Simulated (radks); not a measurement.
Species: Bi0.25+. Configuration: [Ne] 3s1.75 3p6 3d10 4s2 4p6 4d10 4f14 5s2 5p6 5d10 6s2 6p3 (fractional occupations, a model configuration). All-electron calculation, scalar-relativistic Kohn-Sham, PBE, spin-unpolarised, spherical densities, finite nucleus; Fermi nuclear charge, rms radius 5.5211 fm. Program: a radial shooting solver on a logarithmic mesh with Libxc functionals.

Normalised radial functions P(r) = r R(r), r in bohr:

r             4f       5d       6s
0.003266  0.0000   0.0003   0.0739
0.004462  0.0000   0.0007   0.0828
0.006048  0.0000   0.0015   0.0872
0.008262  0.0001   0.0034   0.0832
0.0112    0.0003   0.0074   0.0659
0.0153    0.0009   0.0162   0.0298
0.02073   0.0026   0.0335  -0.0235
0.02832   0.0078   0.0673  -0.0866
0.03839   0.0212   0.1240  -0.1299
0.05202   0.0549   0.2077  -0.1168
0.07107   0.1346   0.3058  -0.0180
0.09632   0.2937   0.3598   0.1241
0.1316    0.5788   0.2791   0.1877
0.1783    0.9677   0.0081   0.0515
0.2436    1.3687  -0.3637  -0.1999
0.3302    1.5635  -0.5245  -0.2421
0.4511    1.4123  -0.2283   0.0725
0.6114    0.9907   0.3905   0.3882
0.8286    0.5224   0.9110   0.2656
1.132     0.1899   1.0037  -0.2724
1.534     0.0465   0.7276  -0.7184
2.096     0.0064   0.3663  -0.7677
2.84      0.0005   0.1309  -0.5123
3.88      0.0000   0.0291  -0.2173
5.259     0.0000   0.0038  -0.0581
7.185     0.0000   0.0002  -0.0081
9.737     0.0000   0.0000  -0.0005

4f: eigenvalue -160.70 eV, 0 radial nodes, <r> = 0.438 bohr, 90 % of the charge inside 0.691 bohr. 5d: eigenvalue -30.581 eV, 2 radial nodes at r = 0.180, 0.509 bohr, <r> = 1.22 bohr, 90 % of the charge inside 1.83 bohr. 6s: eigenvalue -16.823 eV, 5 radial nodes at r = 0.0183, 0.0740, 0.190, 0.427, 0.980 bohr, <r> = 2.14 bohr, 90 % of the charge inside 3.12 bohr.
